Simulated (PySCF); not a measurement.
A survey of 19F NMR shifts

In vacuum, relativity neglected, one computed conformer, equivalent nuclei averaged. Structure optimised with GFN2-xTB; NMR shieldings at PBE0/pcSseg-1/GIAO; PySCF 2.14.

Shieldings were converted by a linear fit to measured shifts: 19F (scatter 6.0 ppm rms, 7.0 ppm with the 5 outliers that the fit left out vs CFCl3, solution or neat liquid, with a term for F on sp3 carbon). Occasional misses reach two or three times the rms, and more in compound classes unlike the fitted ones.

(1) Give the 19F shifts of `C#C[C@@]1(F)CC=C1CF`, `Cc1ccc(F)c(F)c1`, `C=C1C(CF)=C/C1=C/F`.

(2) Order these by 19F shift, lowest first.
A. C#C[Si@]1(C)C[C@H](C(F)F)C1
B. O=C(O)CCOC(F)F
C. C=Cc1nc(F)cs1
D. FCC1SCCS1

Answers

(1) 
```
                                                    compound                    environment  δ (ppm)
 [CH:1]#[C:2][C@@:3]1([F:4])[CH2:5][CH:6]=[C:7]1[CH2:8][F:9]  F4: fluorine on an sp3 carbon   -153.4
 [CH:1]#[C:2][C@@:3]1([F:4])[CH2:5][CH:6]=[C:7]1[CH2:8][F:9]  F9: fluorine on an sp3 carbon   -239.9
    [CH3:1][c:2]1[cH:3][cH:4][c:5]([F:6])[c:7]([F:8])[cH:9]1              F8: aryl fluorine   -138.7
    [CH3:1][c:2]1[cH:3][cH:4][c:5]([F:6])[c:7]([F:8])[cH:9]1              F6: aryl fluorine   -143.3
[CH2:1]=[C:2]1[C:3]([CH2:4][F:5])=[CH:6]/[C:7]1=[CH:8]/[F:9]           F9: vinylic fluorine   -144.2
[CH2:1]=[C:2]1[C:3]([CH2:4][F:5])=[CH:6]/[C:7]1=[CH:8]/[F:9]  F5: fluorine on an sp3 carbon   -238.0
```

(2) D (-187.6 ppm, fluorine on an sp3 carbon), A (-126.5 ppm, fluorine of a CF2 group), C (-108.8 ppm, aryl fluorine), B (-84.1 ppm, fluorine of a CF2 group).
